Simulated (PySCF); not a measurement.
# Electron correlation in Bi⁺ (bismuth, charge +1)

[Xe] 4f14 5d10 6s1 6p3, high-spin 5S determinant (an excited configuration). Computed with PySCF 2.14 in x2c-TZVPPall (11s7p6d3f, 83 functions), with scalar relativity by spin-free X2C-1e. Frozen: [Kr] 4d10 4f14; 22 electrons correlated.

MP2 pair energies summed by pair of shells (mhartree):

```json
{"pair": "5d-5d", "energy": "-206.27", "share (%)": "49.5"}
{"pair": "5d-6p", "energy": "-62.91", "share (%)": "15.1"}
{"pair": "5p-5d", "energy": "-62.37", "share (%)": "15.0"}
{"pair": "5d-6s", "energy": "-19.78", "share (%)": "4.7"}
{"pair": "5p-5p", "energy": "-17.70", "share (%)": "4.2"}
{"pair": "5s-5d", "energy": "-14.30", "share (%)": "3.4"}
{"pair": "6p-6p", "energy": "-10.61", "share (%)": "2.5"}
{"pair": "5s-5p", "energy": "-8.01", "share (%)": "1.9"}
{"pair": "5p-6p", "energy": "-5.63", "share (%)": "1.4"}
{"pair": "5p-6s", "energy": "-3.73", "share (%)": "0.9"}
{"pair": "6s-6p", "energy": "-2.82", "share (%)": "0.7"}
{"pair": "5s-5s", "energy": "-1.75", "share (%)": "0.4"}
{"pair": "5s-6p", "energy": "-0.56", "share (%)": "0.1"}
{"pair": "5s-6s", "energy": "-0.42", "share (%)": "0.1"}
```

Total MP2 correlation energy: -416.86 mhartree.

Same-spin part -163.55 and opposite-spin part -253.31 mhartree; SCS-MP2 scales them by 1/3 and 6/5 to -358.49 mhartree.

This basis was not built for core-valence correlation, so the inner-shell part is incomplete.

Spin-orbit coupling is strong in this species, so the high-spin LS determinant is a model state.
